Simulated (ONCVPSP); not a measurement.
aluminium (Al), ONCV: configuration errors across variants

ONCVPSP 4.0.1 input, shortened (lines: element, Z, core and valence counts, functional; n l f; lmax; l rc ep ncon nbas qcut; lloc lpopt rc5 dvloc0; l nproj debl; icmod fcfact rcfact), LDA (Perdew-Wang 92), scalar-relativistic:

```
  Al 13.00    3    1  -001012      upf
    1    0    2.00
    2    0    2.00
    2    1    6.00
    3    0    2.00
    2
    0    2.20    0.00    4    8    2.30
    1    2.00    0.06    5    9    3.90
    2    2.15    0.41    3    6    5.10
    1    5    2.00    0.00
    0    3    0.60
    1    0    4.00
    2    2    3.00
    1    0.25    0.00
```

In the p channel the program set the typed energies aside and used 0.050 Ha.

All-electron excitation energies from the reference (eV): (1) 3s2 3p1 -5.841; (2) 3s1 19.370; (3) 3s2 3p0.5 -3.719; (4) 3s1 3p2 -0.686.

3 further variants failed, have other tests or too few solved ones, and are left out.

A true bound ghost makes a file unfit for plane-wave use even where its test errors are small: the radial tests pick states by their node count and pass the ghost by.

Errors AE − PS in meV (a dash: test not solved or not reliable):

| change | (1) | (2) | (3) | (4) | bound ghosts | GHOST(+) flags above zero |
| --- | --- | --- | --- | --- | --- | --- |
| base | +26 | -19 | +14 | +34 | s | none |
| s: rc 2.32 | +27 | -27 | +14 | +31 | s | none |
| s: rc 2.6 | +29 | -51 | +15 | +25 | none | s |
| s: rc 2.76 | +30 | -67 | +15 | +21 | none | s |
| s: rc 2.96 | +32 | -86 | +16 | +18 | none | s |
| s: rc 3.16 | +35 | -106 | +17 | +16 | none | s |

Problem. Give the same row for: s: rc 2.16.

Solution. +26, -16, +14, +35; bound ghosts: s; GHOST(+) flags above zero: none.
